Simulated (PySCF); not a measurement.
C2H8BeN2, SMILES C[N](C)[Be][NH2].

The structure is a stationary point at PBE0-D3(BJ)/def2-SVP. Other conformers were not sampled.

Calculation: CAM-B3LYP/def2-TZVP run with PySCF.

| Item | Result |
|---|---|
| total energy | -205.30629 hartree |
| point group | C2v |
| highest occupied level | -7.40 eV |
| lowest empty level | 0.55 eV |
| orbital gap | 7.95 eV |
| dipole moment | 0.47 D |
| quadrupole, principal values (traceless, Buckingham form, about the centre of nuclear charge) | -2.29, -0.07, 2.35 D·Å |
| mean static polarisability | 56.6 bohr³ (8.38 Å³) |
| polarisability, principal values | 46.8, 54.2, 68.7 bohr³ |
